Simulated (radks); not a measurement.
Effect of the nuclear size on the chromium ion Cr22+, [He]. Method: Dirac Kohn-Sham, BLYP, spin-unpolarised, spherical densities, finite nucleus; Fermi nuclear charge, rms radius 3.6452 fm; computed with a radial shooting solver on a logarithmic mesh with Libxc functionals. The rms radius is varied about that value; shifts are against it.

rms radius (fm)  total energy shift (eV)  density at nucleus (e/bohr^3)  1s1/2 shift (meV)  2s1/2 (empty) shift (meV)  2p1/2 (empty) shift (meV)
3.1276                           -0.0179                      1.055e+04              -8.49                      -1.08                     -0.049
3.3645                           -0.0100                      1.052e+04              -4.76                     -0.607                     -0.027
3.6452                                 0                      1.049e+04              0.000                      0.000                      0.000
3.7801                           0.00509                      1.048e+04               2.42                      0.308                      0.014
4.1738                            0.0210                      1.044e+04               9.96                       1.27                      0.057

Slopes of the eigenvalues against <r^2> in GHz/fm^2, as finite differences over the two radii next to the reference (eigenvalue slopes, not the field-shift constants of lines): 1s1/2 585, 2s1/2 (empty) 74.5, 2p1/2 (empty) 3.37.
